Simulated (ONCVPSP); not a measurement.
## What the settings do to the ONCV potential of Ge

Base potential:

| Property | Result |
| --- | --- |
| Element | Ge (Z = 32) |
| Generator | ONCVPSP 4.0.1 |
| Type | optimised norm-conserving Vanderbilt (ONCV) |
| Functional | LDA (Perdew-Wang 92) |
| Relativity | scalar-relativistic |
| Frozen core | [Ar] |
| Valence charge | 14 |
| Reference configuration | 3d10 4s2 4p2 |
| Partial waves | 4s: rc 1.90 bohr, ncon 3, nbas 6, qcut 2.8 1/bohr, 3 projectors, debl 1.2 Ha; 4p: rc 1.60 bohr, ncon 4, nbas 7, qcut 4.1 1/bohr, 3 projectors, debl 3.1 Ha; 3d: rc 1.30 bohr, ncon 4, nbas 9, qcut 13.7 1/bohr, 2 projectors, debl 1.8 Ha |
| Local potential | polynomial inside 0.95 bohr (lpopt 4, dvloc0 4 Ha) |
| Core correction | polynomial model core, fcfact 0.35 |

All-electron outer shells of the reference configuration (LDA (PZ), scalar-relativistic, ld1.x):

```json
{"shell": "3s", "level (eV)": "-167.73", "outermost node (bohr)": "0.26", "outermost maximum (bohr)": "0.54"}
{"shell": "3p", "level (eV)": "-115.38", "outermost node (bohr)": "0.23", "outermost maximum (bohr)": "0.54"}
{"shell": "3d", "level (eV)": "-29.55", "outermost node (bohr)": "–", "outermost maximum (bohr)": "0.50"}
{"shell": "4s", "level (eV)": "-11.95", "outermost node (bohr)": "0.77", "outermost maximum (bohr)": "1.73"}
{"shell": "4p", "level (eV)": "-4.05", "outermost node (bohr)": "0.82", "outermost maximum (bohr)": "2.19"}
```

Cutoffs, loose and tight: the cutoffs (Ha) at which the residual kinetic energy of the hardest occupied pseudo-wave falls to 1 and 0.1 mHa per electron. They do not see the model core or the augmentation charge, which bear on the density cutoff. Test errors are all-electron minus pseudo excitation energies from the reference, over the configurations 3d10 4s2 4p1; 3d10 4s2 4p0; 3d10 4s1 4p0; 3d10 4s1 4p3. A dash means not determined; rows that change the core or the reference have their own tests.

A true bound ghost makes a file unfit for plane-wave use even where its test errors are small: the radial tests pick states by their node count and pass the ghost by.

```tsv
change	outcome	cutoff, loose	cutoff, tight	bound ghosts	GHOST(+) flags above zero	largest test error (meV)
base	generated	70 Ha	79 Ha	p	s, p	-34
p: nbas 8	generated	70 Ha	79 Ha	p	s, p	-34
local potential polynomial inside 0.95 bohr (lpopt 4, dvloc0 9.5 Ha)	generated	70 Ha	79 Ha	p	p	-34
local potential polynomial inside 1.15 bohr (lpopt 5, dvloc0 0 Ha)	generated	70 Ha	79 Ha	p	s, p	-34
s: qcut 2.2; p: qcut 3.2; d: qcut 10.8	generated	54 Ha	80 Ha	p	s, p	-35
d: ncon 5, nbas 10	generated	74 Ha	82 Ha	p	s, p	-35
p: qcut 4.6	generated	70 Ha	79 Ha	p	s, p	-34
reference 3d10 4s1 4p3	generated	70 Ha	79 Ha	p	s, p	-17
s: rc 1.92	generated	70 Ha	79 Ha	p	s, p	-36
```

Q: What comes out with this change to the base: all radii but the core radius scaled by about 1.28 (s 2.42, p 2.04, d 1.66 bohr); local potential polynomial inside 1.22 bohr (lpopt 4, dvloc0 4 Ha)?

A: outcome: generated; cutoff, loose: 55 Ha; cutoff, tight: 63 Ha; bound ghosts: none; GHOST(+) flags above zero: s; largest test error (meV): -106.

Q: What comes out with this change to the base: s: rc 1.74?

A: outcome: generated; cutoff, loose: 70 Ha; cutoff, tight: 79 Ha; bound ghosts: p; GHOST(+) flags above zero: s, p; largest test error (meV): -24.
